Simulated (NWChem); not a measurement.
AlHOF$_{2}$; SMILES [OH][Al]([F])[F]

```xyz
5

Al     0.0134     0.0063     0.0000
F     -0.6175     1.5485     0.0000
F      1.6656    -0.1773     0.0000
O     -0.9598    -1.3862     0.0000
H     -1.9282    -1.3332     0.0000
```
Atoms are numbered in this order, from 1.

All runs: NWChem. The geometry was optimised at PBE-D3(BJ)/def2-SVP. Vertical excitations in the gas phase; the lowest state need not have the same character in each row.

Task: Among these, which level gives the lowest value of “lowest excitation, singlet (eV)”?
(A) B3LYP/aug-cc-pVDZ, full TDDFT
(B) PBE0/aug-cc-pVDZ, full TDDFT
(C) PBE/aug-cc-pVDZ, full TDDFT

Result: C, PBE/aug-cc-pVDZ, full TDDFT. Values: PBE/aug-cc-pVDZ, full TDDFT 6.01; B3LYP/aug-cc-pVDZ, full TDDFT 6.62; PBE0/aug-cc-pVDZ, full TDDFT 6.87
